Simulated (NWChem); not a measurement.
## ClZn (+1)

```xyz
2

Zn     0.0000     0.0000    -0.7487
Cl     0.0000     0.0000     1.3212
```
Charge +1, spin multiplicity 1.

Program: NWChem. All single points use one geometry, from PBE0/def2-SVP, a minimum by its harmonic frequencies.

Symmetry labels belong to the abelian group C2v used in the runs, with the axes of the coordinates shown; states degenerate in a higher group split over its labels.

The spin multiplicity of the parent species was assumed, not shown to be that of its ground state. The structure started from a generated list of species.

Task: List the lowest 6 singlet excitations that TD-BHandHLYP/def2-SVPD gives, with oscillator strengths.

Result: 
| state | symmetry | energy (eV) | wavelength (nm) | f |
|---|---|---|---|---|
| 1 | b2 | 2.70 | 459 | 0.006 |
| 2 | b1 | 2.70 | 459 | 0.006 |
| 3 | a1 | 5.28 | 235 | 0.170 |
| 4 | a2 | 7.24 | 171 | 0.000 |
| 5 | a2 | 7.29 | 170 | 0.000 |
| 6 | a1 | 7.29 | 170 | 0.000 |
